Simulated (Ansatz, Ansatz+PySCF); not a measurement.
```xyz
12

C     0.0239   -0.0407   -0.0164
C     0.0180   -0.0402    1.3114
C     0.0009    1.2774   -0.8717
C    -0.0241   -1.2645    2.2207
H     0.0360   -0.9323   -0.5060
H     0.0130    0.9760    1.8857
H     0.0108    2.1446   -0.1878
H     0.8791    1.1891   -1.5130
H    -0.8447    1.2533   -1.4930
H     0.0312   -2.1490    1.5414
H     0.8509   -1.2523    2.8009
H    -0.8922   -1.1832    2.8149
```

Basis set: def2-SVP (spherical functions). Frozen core: 4 orbitals. Charge 0, multiplicity 1.

Computed with Ansatz (development build ahead of 0.2.0); each method stands on the lowest determinant of its kind that the runs found. Restricted open shells among the atoms or ions are ROHF, correlated in semicanonical orbitals with singles.

Question: Give the atomization energy at this shape (free ground-state atoms in the same class of orbitals less the molecule, no zero-point energy) of singlet C₄H₈ by RHF-MP2, RHF.

Answer:

| method | atomization energy |
| --- | --- |
| RHF-MP2 | 4637.3 kJ/mol |
| RHF | 3732.5 kJ/mol |

Caution: the shape is not the minimum.
